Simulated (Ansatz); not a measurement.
CH$_{4}$ClN$_{3}$Si, SMILES `N#C[Si](N)(N)Cl`. The species carries charge 0 and has multiplicity 1.

| atom | x (Å) | y (Å) | z (Å) |
| --- | --- | --- | --- |
| N1 | -0.643 | -1.849 | -2.239 |
| C2 | -0.532 | -1.154 | -1.327 |
| Si3 | -0.309 | -0.042 | 0.142 |
| N4 | 0.102 | 1.439 | -0.547 |
| N5 | 0.871 | -0.511 | 1.250 |
| Cl6 | -2.091 | -0.182 | 1.144 |
| H7 | 0.334 | 2.234 | 0.026 |
| H8 | -0.243 | 1.705 | -1.455 |
| H9 | 0.664 | -1.148 | 1.999 |
| H10 | 1.848 | -0.493 | 1.007 |

(1) List the harmonic frequencies (cm⁻¹, unscaled) at PBE0-D4/def2-TZVP in Ansatz. (Best estimate.)

(2) Is this a minimum?

(3) Give the ideal-gas thermochemistry at 298.15 K and 1 bar (rigid rotor, harmonic oscillator; point group C1, symmetry number 1).

(4) And at 400, 500, 600, 800 and 1000 K?

(5) Rotational constants (cm⁻¹)?

Results:

(1) Computed: 114, 131, 217, 229, 264, 281, 377, 382, 399, 409, 427, 517, 601, 827, 832, 904, 976, 1572, 1577, 2336, 3610, 3617, 3709, 3718.

(2) Yes, all 24 modes are real.

(3) Zero-point energy 167.6 kJ/mol; H(298) − E = 192.0 kJ/mol; entropy 368.9 J/(mol·K), of which translation 168.7, rotation 117.8, vibration 82.4; G(298) − E = 82.0 kJ/mol.

(4) 
```tsv
T (K)	H − E (kJ/mol)	S (J/mol/K)	G − E (kJ/mol)
400	206.0	409.1	42.4
500	221.1	442.8	-0.3
600	237.2	472.2	-46.1
800	271.6	521.5	-145.6
1000	308.2	562.2	-254.1
```

(5) 0.0869, 0.06283, 0.05101.
